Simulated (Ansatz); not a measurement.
CH₅BClGa, SMILES `B[CH](Cl)[GaH2]`. The species carries charge 0 and has multiplicity 1. The structure was optimised at the PBE0-D4/def2-TZVP level.

```xyz
9

B    -0.969   -0.929   -0.408
C     0.375   -0.777    0.198
Cl    1.821   -0.389   -0.830
Ga    0.338    1.285    0.327
H    -1.861   -1.212    0.341
H    -1.180   -0.685   -1.558
H     0.724   -1.185    1.139
H     1.126    1.787    1.572
H    -0.374    2.106   -0.781
```

Question: What is the dipole moment at B3LYP/def2-TZVPP? (Estimate.)

Answer: Computed: 1.10 D, with components (0.33, 0.31, 1.01) D in this frame, pointing from negative to positive charge.

Question: And with PBE, r2SCAN, ωB97M-V? (Estimate.)

Answer: Computed: PBE 1.15 D, r2SCAN 1.11 D, ωB97M-V 1.13 D.

Question: Give the Mulliken charges with B3LYP, ωB97M-V, r2SCAN in def2-TZVPP. (Best estimate.)

Answer: Computed: 
```tsv
atom	B3LYP	ωB97M-V	r2SCAN
B1	-0.19	-0.28	-0.14
C2	-0.06	-0.16	-0.03
Cl3	-0.10	-0.06	-0.11
Ga4	0.19	0.17	0.21
H5	0.03	0.07	0.00
H6	0.04	0.09	0.02
H7	0.14	0.16	0.12
H8	-0.04	-0.01	-0.05
H9	-0.02	0.01	-0.03
```

B3LYP here is the variant with VWN-RPA as its local correlation; programs differ in this.
